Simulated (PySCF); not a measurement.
# Relaxation of triplet [TcO2]+

Computed with UPBE0 in PySCF with Tc def2-TZVP with ECP28, O def2-TZVP; scalar-relativistic core potentials, no spin–orbit coupling; density-fitted integrals. A (50,194) grid was used.

A hand-made bent start, of C2v symmetry, held to at least that symmetry:

```xyz
3
charge 1 multiplicity 3, angstrom
Tc    0.0000    0.0000   -0.2431
O     1.4209    0.0000    0.7518
O    -1.4209    0.0000    0.7518
```

Optimiser trace:
```
step  E − E(last) (kJ/mol)  largest gradient (Eh/bohr)
   0                 60.91                     0.13083
   1                  7.81                     0.04995
   2                  0.64                     0.01315
   3                  0.01                     0.00132
   4                  0.00                     0.00003
```

It ends at C2v with Tc–O 1.635 Å (×2); O–Tc–O 118.2°. A frequency run shows a minimum. Other isomers or separated fragments may lie lower.

Final geometry:
Coordinates in bohr (charge 1 multiplicity 3):
```
Tc    0.0000    0.0000   -0.3882
O     2.6513    0.0000    1.1994
O    -2.6513    0.0000    1.1994
```

Open d and f shells are described by one determinant, and the ground state may have another occupation or spin.

The relaxation took roughly 27 core-seconds on a shared host.
